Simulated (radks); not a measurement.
Q: Method: non-relativistic Kohn-Sham, LB94 model potential, spin-polarised, spherical densities, point nucleus; computed with a radial shooting solver on a logarithmic mesh with Libxc functionals. Response by self-consistent Sternheimer equations with the Hartree and adiabatic LDA kernel. Rank Mn7+, Cr6+, Ti4+, V5+, Fe8+, Sc3+, K+, Ca2+, Ar (NIST ground configurations) by static dipole polarisability, largest first.

A: Ar 11.44, K+ 5.745, Ca2+ 3.400, Sc3+ 2.212, Ti4+ 1.534, V5+ 1.113, Cr6+ 0.8361, Mn7+ 0.6455, Fe8+ 0.5096 bohr^3.
